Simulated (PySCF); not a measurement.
A run for PySCF: D3(BJ) and D4 dispersion corrections on H2N2S (a complex).

```python
from pyscf import gto
from pyscf.dispersion import dftd3, dftd4

mol = gto.M(
    atom='''
    N     0.40772971   -0.85728750   -0.59430610
    N     0.18693513    0.07186987   -0.06743402
    S    -0.36782190    0.44285444    3.66211027
    H    -0.41587262    1.04363230    2.46287478
    H     0.95794682    0.62679201    3.76706892
    ''',
    basis='def2-svp',
    charge=0, spin=0, verbose=0, max_memory=1800)
d3, d4 = {}, {}
for xc in ['hf', 'pbe', 'blyp', 'revpbe', 'tpss', 'r2scan', 'b3lyp', 'pbe0', 'bhlyp', 'camb3lyp', 'b2plyp']:
    d3[xc] = float(dftd3.DFTD3Dispersion(mol, xc=xc, version='d3bj', atm=False).get_dispersion()['energy'])
    print(f'D3(BJ) {xc:10s} {d3[xc]:14.8f} Eh')
for xc in ['hf', 'pbe', 'blyp', 'revpbe', 'tpss', 'r2scan', 'b3lyp', 'pbe0', 'bhlyp', 'camb3lyp', 'b2plyp']:
    d4[xc] = float(dftd4.DFTD4Dispersion(mol, xc={'camb3lyp': 'cam-b3lyp'}.get(xc, xc), atm=True).get_dispersion()['energy'])
    print(f'D4     {xc:10s} {d4[xc]:14.8f} Eh')
```

The log:

```
D3(BJ) hf            -0.01672743 Eh
D3(BJ) pbe           -0.00198103 Eh
D3(BJ) blyp          -0.00405830 Eh
D3(BJ) revpbe        -0.00488416 Eh
D3(BJ) tpss          -0.00250180 Eh
D3(BJ) r2scan        -0.00063490 Eh
D3(BJ) b3lyp         -0.00331641 Eh
D3(BJ) pbe0          -0.00174705 Eh
D3(BJ) bhlyp         -0.00254077 Eh
D3(BJ) camb3lyp      -0.00161763 Eh
D3(BJ) b2plyp        -0.00153656 Eh
D4     hf            -0.00533467 Eh
D4     pbe           -0.00157764 Eh
D4     blyp          -0.00332923 Eh
D4     revpbe        -0.00487025 Eh
D4     tpss          -0.00211488 Eh
D4     r2scan        -0.00047554 Eh
D4     b3lyp         -0.00245593 Eh
D4     pbe0          -0.00137528 Eh
D4     bhlyp         -0.00178268 Eh
D4     camb3lyp      -0.00140467 Eh
D4     b2plyp        -0.00113127 Eh
```

The run finished.

Cost: around 0.020 core-seconds (rough).
